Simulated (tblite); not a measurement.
Q: Give a GFN2-xTB geometry of `C=Cc1csc2ccsc12`.

A: 
```
atom  x, y, z in Å
C1    -2.476    1.220   -0.345
C2    -2.208    0.006    0.120
C3    -0.883   -0.558    0.268
C4    -0.661   -1.820    0.751
S5     1.001   -2.278    0.839
C6     1.466   -0.737    0.208
C7     2.701   -0.129   -0.099
C8     2.518    1.125   -0.581
S9     0.854    1.593   -0.673
C10    0.360    0.061   -0.044
H11   -3.488    1.576   -0.428
H12   -1.701    1.899   -0.657
H13   -3.012   -0.652    0.426
H14   -1.403   -2.526    1.069
H15    3.659   -0.597    0.032
H16    3.266    1.825   -0.897
```

Any rigid rotation of these coordinates is as good. Atoms count from 1 in this order. The 5-membered ring C6–C7–C8–S9–C10 has internal angles of 90.9° to 114.2°; it is planar, 0.00 Å rms from its mean plane, widest ring torsion 0°. The C–C distances run from 1.328 Å (C1=C2, drawn double) to 1.448 Å (C2–C3, drawn single), a spread of 0.120 Å. Of the pairs four or more bonds apart, S9···H12 is among the closest relative to their van der Waals radii: 2.57 Å, 86 % of the sum of Bondi's values. The 10 heavy atoms lie in one plane (0.001 Å rms).

Bonds between heavy atoms (Å): C1=C2 1.328, C2–C3 1.448, C3–C4 1.369, C4–S5 1.726, S5–C6 1.729, C6–C7 1.411, C7–C8 1.356, C8–S9 1.731, S9–C10 1.728, C3–C10 1.424, C6–C10 1.387.

The geometry is computed with GFN2-xTB (gas phase).

Point group: Cs (tolerance 0.08 Å). Its GFN2-xTB frequencies are all real (lowest 77 cm⁻¹). The numbers are those of one conformer (C1–C2–C3–C4 180°). 2 starts were optimised and ended at 0.00 and 0.72 kcal/mol (GFN2-xTB); the lowest of these is shown.

Time: 0.28 s. Hardware: one thread of an Arm Neoverse V1, on a shared host. That covers the optimisation of the geometry.
